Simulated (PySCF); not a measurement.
**Computed properties of CH₆F₂Si₃, SMILES C1[Si@@H]([SiH2][Si@@H]1F)F**

CH6F2Si3, SMILES F[Si@@H]1C[Si@H](F)[SiH2]1. Geometry: PBE0-D3(BJ)/def2-SVP. The structure was generated by enumeration; whether it is a known compound was not checked. Other conformers were not sampled. All values are computed for the isolated molecule unless a solvent is named; none is compared with measurement here.

**Structure.** The optimised structure has Cs symmetry. All 30 harmonic modes at PBE0-D3(BJ)/def2-SVP (PySCF) are real, so it is a minimum. With heavy atoms numbered as in [F:1][Si@@H:2]1[CH2:3][Si@H:4]([F:5])[SiH2:6]1, the shortest bond between them is F1–Si2 at 1.632 Å and the longest Si4–Si6 at 2.359 Å.

**Vibrations.** The strongest infrared lines (harmonic, unscaled, degenerate partners summed) lie at 835 cm⁻¹ (328 km/mol, H 56 %, Si 21 %, C 17 %), 2232 cm⁻¹ (280 km/mol, H 97 %), 915 cm⁻¹ (191 km/mol, Si 44 %, F 37 %, H 16 %). The softest mode is at 55 cm⁻¹ and the zero-point energy is 42.3 kcal/mol.

**Electronic structure.** PBE0/def2-TZVP (PySCF) places the frontier levels at -7.51 and -1.27 eV, a gap of 6.24 eV, and gives a dipole moment of 2.74 D and a mean polarisability of 90.0 bohr³. PBE/def2-TZVP (PySCF) at the same geometry gives -6.43 and -2.11 eV, so its gap is 1.92 eV narrower. An orbital gap is neither the optical nor the fundamental gap.

**Excitations.** TDDFT-B3LYP/def2-SVPD (PySCF) has S1 at 4.95 eV (251 nm, f = 0.003, weak); the most intense of the 10 singlets computed lies at 6.21 eV (f = 0.17). T1 (TDA) is at 4.46 eV. TDDFT-PBE/def2-SVPD (PySCF) puts S1 at 4.60 eV. No vertical singlet excitation falls in the visible range (under 3.1 eV).

**NMR.** GIAO shifts at HF/pcSseg-1 (PySCF) (non-relativistic, atoms alike by connectivity averaged): ¹³C at 13.0 ppm against TMS; ¹H from 0.6 to 5.8 ppm against TMS; ²⁹Si from -77.5 to 26.8 ppm against TMS; ¹⁹F at -177.0 ppm against CFCl3.

**Solvation.** SMD-M06-2X/def2-SVP (PySCF) gives 0.1 kcal/mol in water, -4.3 kcal/mol in 2-propanol, -3.6 kcal/mol in diethylether (1 M in both phases, gas-phase geometry); of these solvents 2-propanol holds the molecule best.
